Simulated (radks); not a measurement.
The niobium ion Nb18+, 23 electrons, occupied as [Ar] 3d5. Calculated with a radial shooting solver on a logarithmic mesh with Libxc functionals: Dirac Kohn-Sham, LDA (Slater exchange, Perdew-Wang correlation), spin-unpolarised, spherical densities, point nucleus; open shells fill j = l - 1/2 first.

Unscreened Slater integrals over Kohn-Sham orbitals (hartree). Large and small components are both included.

| integral | value |
|---|---|
| F0(3d5/2,3d5/2) | 2.3690 |
| F2(3d5/2,3d5/2) | 1.1975 |
| F4(3d5/2,3d5/2) | 0.76802 |
| F0(3d5/2,3d3/2) | 2.3769 |
| F2(3d5/2,3d3/2) | 1.2003 |
| G2(3d5/2,3d3/2) | 1.1953 |
| G4(3d5/2,3d3/2) | 0.76653 |
| F0(3d5/2,3p3/2) | 2.2382 |
| F2(3d5/2,3p3/2) | 1.0847 |
| G1(3d5/2,3p3/2) | 1.2188 |
| G3(3d5/2,3p3/2) | 0.79356 |
| F0(3d5/2,3p1/2) | 2.2642 |
| G3(3d5/2,3p1/2) | 0.81192 |
| F0(3d3/2,3d3/2) | 2.3848 |
| F2(3d3/2,3d3/2) | 1.2031 |
| F0(3d3/2,3p3/2) | 2.2445 |
| F2(3d3/2,3p3/2) | 1.0845 |
| G1(3d3/2,3p3/2) | 1.2144 |
| G3(3d3/2,3p3/2) | 0.79070 |
| F0(3d3/2,3p1/2) | 2.2708 |
| G1(3d3/2,3p1/2) | 1.2534 |
| F0(3p3/2,3p3/2) | 2.1598 |
| F2(3p3/2,3p3/2) | 1.0899 |
| F0(3p3/2,3p1/2) | 2.1817 |
| G2(3p3/2,3p1/2) | 1.0965 |
| F0(3p1/2,3p1/2) | 2.2047 |
